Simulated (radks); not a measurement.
The gold ion Au13+ is in [Kr] 4d10 4f14 5s2 5p4. All-electron calculation, scalar-relativistic Kohn-Sham, LDA (Slater exchange, Perdew-Wang correlation), spin-polarised, spherical densities, finite nucleus; Fermi nuclear charge, rms radius of each element as measured or else 0.836 A^(1/3) + 0.57 fm. Program: a radial shooting solver on a logarithmic mesh with Libxc functionals. Open shells are filled with parallel spins first. One electron is removed from 5p, 4f, 5s, 4d in turn, with full relaxation. Which removal costs least, and what does each cost?

Answer. 5p 297.59 eV; 4f 348.41 eV; 5s 354.09 eV; 4d 594.22 eV. The 5p electron leaves first.
